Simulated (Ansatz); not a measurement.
Computed with Ansatz on PBE0-D4/def2-TZVP structures; ΔE is electronic, products minus reactants. CCSD(T)/CBS adds triple-zeta CCSD(T) − MP2 to the extrapolated MP2 energy (def2 sets, frozen cores). This one scheme is used for every species. DFT in def2-TZVPP. B3LYP here is the variant with VWN-RPA as its local correlation; programs differ in this. Each species was taken in one conformer, which may not be the lowest.

Consider the formal exchange of groups at the Si–Si bond: `O[SiH](F)[SiH2]S` + `N[SiH3]` → `N[SiH2][SiH](O)F` + `[SiH3]S`.

Q: Is it downhill or uphill in electronic energy at CCSD(T)/CBS, and by how much? (An estimate is asked.)

A: Computed: Uphill: ΔE = +0.10 eV.

Q: What do these levels give: PBE-D4, r2SCAN-D4, PBE0-D4, B3LYP-D4, ωB97X-V, ωB97M-V, B2PLYP, CCSD/def2-TZVPP, MP2/def2-QZVPP, HF/CBS(def2), MP2/CBS(def2), CCSD/CBS(def2)? (Best estimate.)

A: Ansatz gave: PBE-D4 0.09, r2SCAN-D4 0.10, PBE0-D4 0.10, B3LYP-D4 0.10, ωB97X-V 0.08, ωB97M-V 0.09, B2PLYP 0.09, CCSD/def2-TZVPP 0.08, MP2/def2-QZVPP 0.11, HF/CBS(def2) 0.10, MP2/CBS(def2) 0.11, CCSD/CBS(def2) 0.10 eV.

Largest T1 diagnostic among the species: 0.013.
